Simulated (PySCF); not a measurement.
**Gas-phase XPS of `[Se]=[PH]1CCCCCC1`, computed**

Compound: C6H13PSe.
Bonds: Se1–P2 (double), P2–C3, C3–C4, C4–C5, C5–C6, C6–C7, C7–C8, P2–C8. Hydrogens: H9 on P2; H10, H11 on C3; H12, H13 on C4; H14, H15 on C5; H16, H17 on C6; H18, H19 on C7; H20, H21 on C8.

Level of theory: delta-SCF UKS SCAN, pcX-2 on the ionised atom, pcseg-1 elsewhere, spin-free X2C in PySCF 2.14.0. Binding energies are ΔSCF values: E(core-ionised, relaxed orbitals) − E(ground state) at a fixed geometry, referred to the vacuum level.

Task: What binding energy does each computed site have?

Result: 
| atom(s) | bonded to | level | binding energy (eV) | 2p1/2 (eV) | above the level's lowest (eV) | count |
| --- | --- | --- | --- | --- | --- | --- |
| P2 | Se (double bond), 2 C and H | P 1s | 2151.28 | – | 0.00 | 1 |
| C4/C7 | 2 C and 2 H | C 1s | 290.81 | – | +0.13 | 2 |
| C5/C6 | 2 C and 2 H | C 1s | 290.76 | – | +0.08 | 2 |
| C3/C8 | C, 2 H and P | C 1s | 290.68 | – | 0.00 | 2 |
| P2 | Se (double bond), 2 C and H | P 2p3/2 | 137.51 | 138.40 | 0.00 | 1 |

The 3 C 1s values lie within 0.13 eV of each other; Gaussian lines of 0.5 eV full width would blend them into one maximum.

Task: Which effective nuclear charge Zeff reproduces each element's mean 1s value in the hydrogen-like formula E = 13.606 eV × Zeff²?

Result: C (Z = 6): mean 290.8 eV, Zeff = 4.62, Z − Zeff = 1.38; P (Z = 15): mean 2151.3 eV, Zeff = 12.57, Z − Zeff = 2.43. Means run over the listed sites, weighted by atom count.

Topologically equivalent atoms share the value of their first member; where this conformer doesn't relate them by symmetry, their own values could differ. 2p3/2 and 2p1/2 are the ΔSCF energy of one spin-free 2p hole plus the eigenvalues of a spin–orbit and ligand-field matrix of the shell. 2p1/2 minus 2p3/2 (ligand field included): P 0.89 eV. No level of selenium is listed. Geometry: PBE0-D3(BJ)/def2-SVP, one conformer, isolated molecule.

The run took 2.4 min wall on one thread, Arm Neoverse V2 (aarch64), shared host with 96 logical CPUs at a one-minute load of 79, and the process peaked at 0.86 GiB of memory.
